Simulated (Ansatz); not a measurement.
Potential energy curve for Si(Me)(OEt)2(H), SMILES CCO[SiH](C)OCC. The Si1–H22 bond (Si1 also carries C, O, O; H22 carries nothing else) is pulled apart rigidly from the PBE0/def2-SVP optimised geometry.

- UKS-PBE0 = Ansatz (an electronic-structure program) with unrestricted PBE0/def2-SVP
- RKS-PBE0 = restricted PBE0/def2-SVP run with Ansatz
- UKS-B3LYP = unrestricted B3LYP/def2-SVP run with Ansatz
- RKS-B3LYP = restricted B3LYP/def2-SVP run with Ansatz
- UKS-PBE = unrestricted PBE/def2-SVP in Ansatz
- RKS-PBE = Ansatz with restricted PBE/def2-SVP

Scanned distances (Å): 1.24, 1.31, 1.41, 1.43, 1.49, 1.55, 1.60, 1.68, 1.81, 1.94, 2.19, 2.46, 2.76, 3.14, 3.66, 4.30.

### Question
Where does the unrestricted solution first break spin symmetry (<S²> of 0.01 or more)?

### Answer
UKS-PBE0: between 2.46 and 2.76 Å; UKS-B3LYP: between 2.46 and 2.76 Å; UKS-PBE: between 2.76 and 3.14 Å.

```
R / Å  <S²> UKS-PBE0  E(RKS-PBE0) − E(UKS-PBE0) / eV  <S²> UKS-B3LYP  E(RKS-B3LYP) − E(UKS-B3LYP) / eV  <S²> UKS-PBE  E(RKS-PBE) − E(UKS-PBE) / eV
-----  -------------  ------------------------------  --------------  --------------------------------  ------------  ----------------------------
1.24            0.00                           0.000            0.00                             0.000          0.00                         0.000
1.31            0.00                           0.000            0.00                             0.000          0.00                         0.000
1.41            0.00                           0.000            0.00                             0.000          0.00                         0.000
1.43            0.00                           0.000            0.00                             0.000          0.00                         0.000
1.49            0.00                           0.000            0.00                             0.000          0.00                         0.000
1.55            0.00                           0.000            0.00                             0.000          0.00                         0.000
1.60            0.00                           0.000            0.00                             0.000          0.00                         0.000
1.68            0.00                           0.000            0.00                             0.000          0.00                         0.000
1.81            0.00                           0.000            0.00                             0.000          0.00                         0.000
1.94            0.00                           0.000            0.00                             0.000          0.00                         0.000
2.19            0.00                           0.000            0.00                             0.000          0.00                         0.000
2.46            0.00                           0.000            0.00                             0.000          0.00                         0.000
2.76            0.34                           0.060            0.23                             0.031          0.00                         0.000
3.14            0.74                           0.421            0.63                             0.293          0.55                         0.129
3.66            0.94                           1.003            0.88                             0.749          0.89                         0.498
4.30            0.99                           1.556            0.98                             1.207          0.99                         0.892
```
